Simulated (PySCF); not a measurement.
PySCF job for CH₅F₂NOSi, SMILES NC[Si](O)(F)F, SMD-M06-2X/def2-SVP. The structure is a stationary point at PBE0-D3(BJ)/def2-SVP. This is a generated structure with no PubChem entry under its InChIKey; it may be hypothetical. Other conformers were not sampled.

```python
import numpy as np
from pyscf import gto, scf, dft
from pyscf.solvent import smd

mol = gto.M(
    atom='''
    N    -1.95127907   -1.14816137    0.68970734
    C    -0.60403349   -1.38435322    0.17684056
    Si    0.35732448    0.17374512   -0.11922840
    O     0.45291767    1.00476193    1.29134658
    F     1.83284527   -0.07586584   -0.72885345
    F    -0.39282611    1.09499296   -1.21989078
    H    -1.91017341   -0.60741294    1.55191033
    H    -2.49145217   -0.59184983    0.02951189
    H    -0.66079297   -1.96843227   -0.75741142
    H    -0.04960695   -2.02973957    0.87959896
    H     0.80912344    1.89801243    1.28451838
    ''',
    basis='def2-SVP',
    charge=0,
    spin=0,
    max_memory=1600,
    verbose=3,
)
mf = dft.RKS(mol, xc='m06-2x').density_fit(auxbasis='def2-universal-jkfit')
mf.grids.level = 4
mf.conv_tol = 1e-9
mf.max_cycle = 100
mf.kernel()
res = {}
for name in ['water', 'chloroform', 'toluene']:
    s = mf.SMD()
    s.with_solvent.solvent, s.with_solvent.sasa_ng = name, 194
    s.kernel(mf.make_rdm1())
    res[name] = (s.e_tot, s.with_solvent.get_cds(), s.dip_moment(), s.mo_energy, s.converged)
    print(f'SMD {name}: dG(solv) = {(s.e_tot - mf.e_tot) * 627.509474:.3f} kcal/mol, of which CDS {res[name][1] * 627.509474:.3f}')
```

Program output:

```
converged SCF energy = -659.911192110195
converged SCF energy = -659.923234777106
Dipole moment(X, Y, Z, Debye):  0.01153,  1.38083,  0.96346
SMD water: dG(solv) = -7.557 kcal/mol, of which CDS 3.489
converged SCF energy = -659.921095758029
Dipole moment(X, Y, Z, Debye): -0.01948,  1.26208,  1.00136
SMD chloroform: dG(solv) = -6.215 kcal/mol, of which CDS 0.590
converged SCF energy = -659.916970016275
Dipole moment(X, Y, Z, Debye): -0.03777,  1.17285,  0.96930
SMD toluene: dG(solv) = -3.626 kcal/mol, of which CDS 0.289
```

The run converged.
